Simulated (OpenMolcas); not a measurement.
## Co7+, Rh7+, Ir7+: d2 down the group

```json
{
  "Program": "OpenMolcas 26.06",
  "Method": "SS-CASPT2, IPEA 0.25 Eh, imaginary shift 0.1 Eh",
  "Basis": "ANO-RCC-VTZP",
  "Scalar Hamiltonian": "DKH2, point nucleus",
  "Spin-orbit coupling": "RASSI with atomic mean-field integrals over the reference wave functions, term energies averaged over their components"
}
```

Active space for each ion: 2 electrons in 5 orbitals (d); closed shells correlated by CASPT2: Co7+ 3s 3p; Rh7+ 4s 4p; Ir7+ 5s 5p.

Computed levels in cm-1 above 3F2:

```tsv
Level	Co7+	Rh7+	Ir7+
3F3	1383	3540	13120
3F4	3080	7260	22350
3P0	22910	16020	17840
3P1	23420	17630	26280
3P2	24620	21360	40080
1G4	33120	24570	37600
1S0	76960	54100	66600
weight of 3F in the lowest level (%)	100	96	86
```

Mixed levels, with the weight of the term that names them: Rh7+ 3P2 (72 %), Ir7+ 3P2 (57 %).

Measured, with the error of the calculation in %. Measured levels: Co7+ from Sugar and Corliss, J. Phys. Chem. Ref. Data 10, 1097 (1981); Ir7+ from van het Hof, Joshi, Wyart and Sugar, J. Res. Natl. Inst. Stand. Technol. 100, 687 (1995).

```
Level          Co7+          Ir7+
  3F3   1430 (-3.3)  12672 (+3.6)
  3F4   3144 (-2.0)  21615 (+3.4)
  3P0  22304 (+2.7)  17254 (+3.4)
  3P1  22839 (+2.5)  25221 (+4.2)
  3P2  24055 (+2.4)  38878 (+3.1)
  1G4  32360 (+2.3)  36253 (+3.7)
  1S0  74247 (+3.7)  65022 (+2.4)
```

The fine-structure level 3F4 changes by a factor of 7.26 from Co7+ to Ir7+.

Without spin-orbit coupling 3P lies 22040, 14090, 13160 cm-1 above 3F in that order; the difference to the level 3P0, of either sign, comes from spin-orbit coupling, which also lowers the zero.

CASPT2 breaks the degeneracy within a term, and the mean is taken; among the terms shown or strongly mixed into the levels shown the widest spread is 760 cm-1 (3d2 3F, Co7+). Terms from blocks run as CI alone lack orbitals of their own. Measured partners are found by configuration, term and J. A level has none where our copy of the source lacks it or the pairing is in doubt (some pairs that miss far off the trend of their configuration count as doubtful), and it then counts in no deviation. Levels of configurations outside the active space are missing.
